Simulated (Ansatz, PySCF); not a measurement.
Donor–acceptor adduct: BCl3 (SMILES ClB(Cl)Cl) (first 4 atoms) with C2H6O (SMILES COC); geometry from B3LYP-D3(BJ)/def2-TZVP.
(charge 0, multiplicity 1):
```xyz
13

Cl     0.6805    -1.5124     0.8971
B     -0.1045     0.0906     1.3321
Cl     0.8459     1.5414     0.7679
Cl    -1.8636     0.1896     0.8607
C     -0.9188    -0.8073     3.6673
O     -0.0792     0.1516     2.9617
C      1.2284     0.2653     3.5940
H     -0.9837    -0.4744     4.6998
H     -0.4693    -1.7961     3.5942
H     -1.8899    -0.7875     3.1904
H      1.0576     0.5439     4.6305
H      1.7678     1.0408     3.0664
H      1.7455    -0.6897     3.5174
```

Counterpoise-corrected where a basis set is named; no monomer relaxation. Rows marked so take none.

Rows in 3-21G, 6-31G* carry no dispersion term and start afresh at each structure (6-31G* with six Cartesian d functions).

The values were computed with Ansatz (a program for electronic structure) with Gaussian orbitals; PySCF for 3-21G rows, 6-31G* rows, M06-2X, the dispersion terms. 

One of these levels gives -1599.3 meV for the interaction energy. Which one is it?
A) HF/3-21G (no counterpoise)
B) HF/6-31G* (no counterpoise)
C) M06-2X/def2-TZVPPD
D) revPBE-D3(BJ)/def2-TZVPPD

B, HF/6-31G* (no counterpoise). The others give -2615.5 (HF/3-21G (no counterpoise)), -1416.7 (revPBE-D3(BJ)/def2-TZVPPD), -1869.9 (M06-2X/def2-TZVPPD)
